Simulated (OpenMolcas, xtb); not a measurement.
How methods differ on GeH2O2 (SMILES [OH][Ge][OH])

GeH2O2: 5 atoms, total charge 0, spin state singlet. As SMILES, `[OH][Ge][OH]`. The shape is that of a PBE0-D4/def2-TZVP optimisation. This is one conformer, not always the lowest.

Each level gives the HOMO–LUMO gap (eV). The values are calculated.

```csv
level,kind,program,value (eV),CPU time
GFN1-xTB,semi-empirical,xtb,3.76,under 2 s
HF/def2-SVPD,Hartree–Fock,OpenMolcas,11.88,14 s
SVWN5/def2-SVPD,LDA,OpenMolcas,4.44,27 s
PBE/def2-SVPD,GGA,OpenMolcas,4.48,33 s
revPBE/def2-SVPD,GGA,OpenMolcas,4.49,33 s
M06-L/def2-SVPD,meta-GGA,OpenMolcas,4.82,42 s
B3LYP/def2-SVPD,global hybrid,OpenMolcas,6.00,31 s
B2PLYP/def2-SVPD,double hybrid,OpenMolcas,8.46,24 s
```

All-electron rows without a relativistic Hamiltonian named are non-relativistic. The values span 3.76 to 11.88 eV. Orbital gaps aren't excitation energies, and those of double hybrids come from the SCF part alone; they tend to grow with the share of exact exchange. CPU times are rough (shared hosts, several kinds of processor): they show what a rung costs within a factor of a few.
